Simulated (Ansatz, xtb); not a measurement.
Spectroscopic constants of FeN, multiplicity 6 (lowest of 2S+1 = 2, 4, 6, 8 at PBE0/def2-TZVPP; our sources give no spin for the ground state, which may be another). No spin–orbit coupling. Fe is treated without relativity.

The constants come from a fifth-degree fit in 1/R (seven points, main isotopes). In def2 and cc sets the state is the lowest found near the PBE0 minimum, followed along R.

Programs: Ansatz (Gaussian orbitals); xtb for the GFN methods. Each number belongs to the level named beside it. The GFN methods have no spin term and hold the electronic entropy of 300 K.

```csv
level,r_e (Å),ω_e (cm⁻¹),α_e (cm⁻¹),B_e (cm⁻¹),dipole (D)
GFN1-xTB,1.662,837,0.0067,0.545,-
SVWN5/def2-TZVPP,1.578,977,0.0046,0.605,3.63
PBE/def2-TZVPP,1.606,905,0.0051,0.583,3.65
r2SCAN/def2-TZVPP,1.598,890,0.0060,0.589,3.70
B97M-V/def2-TZVPP,1.623,815,0.0065,0.572,4.01
B3LYP/def2-TZVPP,1.618,795,0.0075,0.575,4.07
PBE0/def2-TZVPP,1.604,811,0.0073,0.585,4.06
CAM-B3LYP/def2-TZVPP,1.602,785,0.0086,0.586,4.24
wB97X-V/def2-TZVPP,1.591,825,0.0092,0.594,4.40
wB97M-V/def2-TZVPP,1.591,818,0.010,0.595,4.47
```

Doubts at one or more of the structures used: a spin-contaminated determinant (r2SCAN/def2-TZVPP, PBE0/def2-TZVPP).

Ansatz is a quantum-chemistry and plane-wave program.
